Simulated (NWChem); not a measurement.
System: C2H8GaN; SMILES [CH3][Ga]([CH3])[NH2]

The following NWChem deck was run.

```
start job
memory heap 200 mb stack 900 mb global 1100 mb
geometry units angstroms noautoz
  Ga     0.014069    -0.003532    -0.009448
  C     -0.912644    -1.740604    -0.014274
  H     -0.211223    -2.583260    -0.104553
  H     -1.626992    -1.796053    -0.851191
  H     -1.492141    -1.873798     0.913274
  C     -0.853840     1.758267     0.128614
  H     -1.570343     1.902096    -0.695864
  H     -0.125003     2.581701     0.098024
  H     -1.423731     1.838186     1.068140
  N      1.828676    -0.027140    -0.152108
  H      2.412978     0.800129    -0.155011
  H      2.386949    -0.868946    -0.225717
end
basis spherical
  * library def2-svp
end
dft
  xc b3lyp
  iterations 150
end
tddft
  nroots 6
  notriplet
end
task tddft energy
```

Excerpt of the output:

```
             Northwest Computational Chemistry Package (NWChem) 7.3.0
             --------------------------------------------------------

 C1  symmetry detected

                             Geometry "geometry" -> ""
                             -------------------------

 Output coordinates in angstroms (scale by  1.889725989 to convert to a.u.)

  No.       Tag          Charge          X              Y              Z
 ---- ---------------- ---------- -------------- -------------- --------------
    1 Ga                  31.0000    -0.00306241    -0.00019946     0.00109655
    2 C                    6.0000    -0.89908152    -1.75330632    -0.00124678
    3 H                    1.0000    -0.17956098    -2.58547184    -0.00250428
    4 H                    1.0000    -1.54614045    -1.85626681    -0.88697338
    5 H                    1.0000    -1.54586124    -1.85966998     0.88434086
    6 C                    6.0000    -0.90676372     1.74896639    -0.00127394
    7 H                    1.0000    -1.56007744     1.84554797    -0.88313587
    8 H                    1.0000    -0.19084393     2.58416020    -0.01090861
    9 H                    1.0000    -1.54825684     1.85617034     0.88803242
   10 N                    7.0000     1.81728700     0.00485571    -0.00210596
   11 H                    1.0000     2.38693095     0.84226289     0.00469477
   12 H                    1.0000     2.39280699    -0.82849983     0.00232726

 Effective nuclear repulsion energy (a.u.)     276.9141794948

                                 NWChem DFT Module
                                 -----------------

 Summary of "ao basis" -> "ao basis" (spherical)
 ------------------------------------------------------------------------------
       Tag                 Description            Shells   Functions and Types
 ---------------- ------------------------------  ------  ---------------------
 Ga                         def2-svp                12       32   5s4p3d
 C                          def2-svp                 6       14   3s2p1d
 H                          def2-svp                 3        5   2s1p
 N                          def2-svp                 6       14   3s2p1d

[...]

                                NWChem TDDFT Module
                                -------------------

            General Information
            -------------------
           No. of orbitals :     228
            Alpha orbitals :     114
             Beta orbitals :     114
        Alpha frozen cores :       0
         Beta frozen cores :       0
     Alpha frozen virtuals :       0
      Beta frozen virtuals :       0
         Spin multiplicity :       1
    Number of AO functions :     114
        Use of symmetry is : off
      Symmetry adaption is : off
         Schwarz screening :  0.10D-07

              XC Information
              --------------
                  B3LYP Method XC Potential
              Hartree-Fock (Exact) Exchange   0.20
                 Slater Exchange Functional   0.80 local
             Becke 1988 Exchange Functional   0.72 non-local
       Lee-Yang-Parr Correlation Functional   0.81
           VWN I RPA Correlation Functional   0.19 local

             TDDFT Information
             -----------------
          Calculation type : TDDFT
         Wavefunction type : Restricted singlets
          No. of electrons :      58
           Alpha electrons :      29
            Beta electrons :      29
              No. of roots :       6
          Max subspacesize :    5200
            Max iterations :     100
               Target root :       1
           Target symmetry : none
      Symmetry restriction : off
                 Algorithm : Optimal
        Davidson threshold :  0.10D-03

    6 smallest eigenvalue differences (eV)
--------------------------------------------------------
  No. Spin  Occ  Vir  Irrep   E(Occ)    E(Vir)   E(Diff)
--------------------------------------------------------
    1    1   29   30 a        -0.242     0.005     6.698
    2    1   29   31 a        -0.242     0.022     7.182
    3    1   28   30 a        -0.265     0.005     7.346
    4    1   28   31 a        -0.265     0.022     7.830
    5    1   27   30 a        -0.308     0.005     8.504
    6    1   29   32 a        -0.242     0.072     8.519
--------------------------------------------------------

  Entering Davidson iterations
  Restricted singlet excited states

  Iter   NTrls   NConv    DeltaV     DeltaE      Time
  ----  ------  ------  ---------  ---------  ---------
    1      6       0     0.34E+00   0.10+100       19.5
    2     18       0     0.69E-01   0.34E-01       25.1
    3     30       0     0.21E-01   0.20E-02       26.7
    4     42       0     0.61E-02   0.21E-03       33.3
    5     54       0     0.21E-02   0.19E-04       33.8
    6     66       1     0.75E-03   0.19E-05       23.7
    7     76       2     0.30E-03   0.23E-06       29.0
    8     84       5     0.11E-03   0.18E-07       29.8
    9     86       6     0.89E-04   0.22E-08       16.6
  ----  ------  ------  ---------  ---------  ---------
  Convergence criterion met

  Ground state a       -2060.366070790747 a.u.

  ----------------------------------------------------------------------------
  Root   1 singlet a              0.226854703 a.u.                6.1730 eV
  ----------------------------------------------------------------------------
     Transition Moments    X  0.00358   Y  0.00803   Z -0.00167
     Dipole Oscillator Strength                    0.0000121189
     Electric Quadrupole                           0.0000000775
     Magnetic Dipole                               0.0000026288
     Total Oscillator Strength                     0.0000148252

[...]
```

Level: B3LYP/def2-SVP, full TDDFT. Coordinates come from a PBE0/def2-SVP optimisation. B3LYP is NWChem's, with the RPA form of VWN correlation.
